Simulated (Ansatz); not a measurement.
Relaxation of BCl2GeH5Si (10 atoms, charge 0, multiplicity 1), to a largest force component of 0.015 eV/Å in at most 40 steps.

Theory: RKS B3LYP-D4/def2-SVP in Ansatz.

```xyz
10
Properties=species:S:1:pos:R:3
Si -1.503 0.592 -0.146
Ge 0.562 -0.108 -0.715
Cl 0.376 -1.937 -1.869
B 1.682 -0.445 0.974
Cl 3.416 -1.087 0.694
H -2.322 0.899 -1.387
H -2.201 -0.386 0.655
H -1.406 1.899 0.611
H 1.296 0.991 -1.515
H 1.266 -0.335 2.009
```

Q: Where does it end, and by what steps?

A: The run converged. The force dipped under the threshold on the way, but the program's further checks kept it going. After 20 steps the energy has fallen by 0.558 eV; Cl5 moved furthest, 1.46 Å.

| step | energy less start (eV) | largest force component (eV/Å) | accepted |
| --- | --- | --- | --- |
| 0 | 0.0000 | 2.729 | yes |
| 1 | -0.3466 | 1.563 | yes |
| 2 | -0.4162 | 1.039 | yes |
| 3 | -0.4750 | 0.632 | yes |
| 4 | -0.4894 | 0.294 | yes |
| 5 | -0.5029 | 0.076 | yes |
| 6 | -0.5018 | 0.341 | no |
| 7 | -0.5101 | 0.064 | yes |
| 8 | -0.5163 | 0.133 | yes |
| 9 | -0.5198 | 0.256 | yes |
| 10 | -0.5185 | 0.458 | no |
| 11 | -0.5323 | 0.109 | yes |
| 12 | -0.5396 | 0.069 | yes |
| 13 | -0.5457 | 0.165 | yes |
| 14 | -0.5486 | 0.286 | yes |
| 15 | -0.5523 | 0.190 | yes |
| 16 | -0.5568 | 0.019 | yes |
| 17 | -0.5576 | 0.010 | yes |
| 18 | -0.5577 | 0.093 | yes |
| 19 | -0.5578 | 0.063 | yes |
| 20 | -0.5581 | 0.004 | yes |

```xyz
10
Properties=species:S:1:pos:R:3
Si -1.608 0.522 -0.141
Ge 0.684 0.085 -0.713
Cl 0.596 -1.646 -2.073
B 1.872 -0.388 0.915
Cl 2.414 -2.017 1.193
H -2.390 0.770 -1.384
H -2.155 -0.666 0.573
H -1.693 1.716 0.752
H 1.275 1.255 -1.535
H 2.171 0.453 1.724
```

Whether the end is a true minimum wasn't checked by a vibrational analysis.

Run time: 120 s on 2 threads of Arm Neoverse V1, on a shared host, peak memory 0.35 GiB.
